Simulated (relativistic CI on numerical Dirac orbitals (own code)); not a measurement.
# Main line and satellite in the 1s photoemission of Cu²⁺: a two-state model

Problem. An octahedral Cu²⁺ site (d9) has Δ = 0.8, V(eg) = 1.3, 10Dq = 1.1, 10Dq(ligand) = 1.6 and a core-hole attraction U_cd = 9.1 eV. Δ is defined between configuration averages. Find the d count, the distance of the satellite and its intensity.

Working.
1. The hole has eg symmetry. Its energy is −0.6 × 10Dq in d9 and Δ − 0.6 × 10Dq(ligand) in d10L, so the gap is Δ' = 0.50 eV.
2. Ground state cos θ |d9⟩ − sin θ |d10L⟩ with tan 2θ = 2V/Δ', θ = 39.6°: weights 0.594 and 0.406, n_d = 9.406.
3. The core hole pulls d10L down by U_cd: the gap becomes Δ' − U_cd = -8.60 eV, the hopping is V' = 1.30 eV, and tan 2θ' = 2V'/(Δ' − U_cd) gives θ' = 81.6°.
4. The two final states lie W = √[(Δ' − U_cd)² + 4V'²] = 8.98 eV apart. The lower, mostly d10L, is the main line.
5. In the sudden approximation the intensities are cos²(θ' − θ) and sin²(θ' − θ), so satellite/main = tan²(42.0°) = 0.81.

Check. The full cluster calculation (with spin-orbit coupling) gives n_d = 9.403; in its broadened spectrum, cut halfway, the centroids lie 8.82 eV apart with an area ratio of 0.84.
